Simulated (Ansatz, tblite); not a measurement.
Forces on the cluster Mg9Se9 at its PBE-D4/def2-SVP geometry. Charge 0, multiplicity 1.

The xTB rows come from tblite. Single mean-field runs in def2-SVP are fitted with def2-universal-jkfit. Another isomer (singlet) lies 2.12 eV lower at PBE0-D4/def2-TZVP; other spin states weren't run for this one.

GFN1-xTB (tblite), largest force 0.90 eV/Å:

```xyz
18
positions Å, forces eV/Å
Mg   -1.772    0.962   -1.943    0.093    0.339   -0.308
Mg    1.872    0.465   -0.211    0.156    0.231   -0.085
Mg    0.625    3.090   -1.626   -0.246    0.042   -0.180
Mg   -0.119   -2.175    2.334   -0.021    0.088   -0.010
Mg   -2.388    0.143    1.342    0.069    0.031   -0.165
Mg    0.623    0.897    2.903    0.180    0.296   -0.074
Mg    1.501   -2.700   -0.214    0.079    0.036    0.031
Mg   -1.807   -2.236   -0.994   -0.057    0.091    0.010
Mg    2.267    2.927    1.869   -0.140   -0.163    0.456
Se   -1.480   -0.517    3.637    0.170   -0.123   -0.329
Se    2.265   -1.252    1.803   -0.463   -0.051   -0.325
Se    1.842   -1.232   -2.275   -0.873   -0.152    0.139
Se   -1.196    3.010   -3.229    0.289   -0.359    0.591
Se    2.973    2.775   -0.633   -0.349   -0.359   -0.227
Se   -0.477   -1.270   -2.978    0.623    0.057    0.465
Se   -3.661   -0.547   -0.718    0.453   -0.073    0.204
Se   -0.613   -3.901    0.519    0.155    0.469   -0.049
Se   -0.456    1.562    0.416   -0.118   -0.401   -0.144
```

GFN2-xTB (tblite), largest force 0.88 eV/Å:

```
Mg -0.205 0.055 -0.524
Mg 0.295 0.175 -0.096
Mg 0.039 0.250 -0.348
Mg -0.267 -0.046 0.002
Mg -0.221 -0.336 0.151
Mg 0.456 0.579 0.484
Mg 0.024 -0.146 0.003
Mg -0.157 0.068 0.146
Mg -0.150 -0.250 0.451
Se 0.041 -0.060 -0.422
Se -0.144 -0.105 -0.453
Se -0.233 -0.074 0.245
Se 0.147 -0.226 0.367
Se -0.318 -0.368 -0.103
Se 0.106 0.075 0.124
Se 0.486 -0.024 0.125
Se 0.241 0.480 -0.030
Se -0.139 -0.045 -0.122
```

PBE-D4/def2-SVP (Ansatz), largest force 0.02 eV/Å:

```
Mg -0.007 -0.007 -0.006
Mg -0.004 -0.013 -0.008
Mg -0.003 0.003 -0.003
Mg -0.009 0.001 0.003
Mg -0.005 -0.011 0.000
Mg -0.019 -0.015 -0.001
Mg 0.005 -0.004 -0.011
Mg 0.002 0.008 -0.006
Mg 0.010 0.011 -0.018
Se 0.003 0.007 0.004
Se 0.005 0.003 0.007
Se 0.014 0.006 0.004
Se 0.004 0.005 0.001
Se -0.001 0.003 0.011
Se -0.018 -0.007 0.004
Se 0.004 0.005 -0.001
Se 0.006 0.003 0.004
Se 0.014 0.004 0.016
```
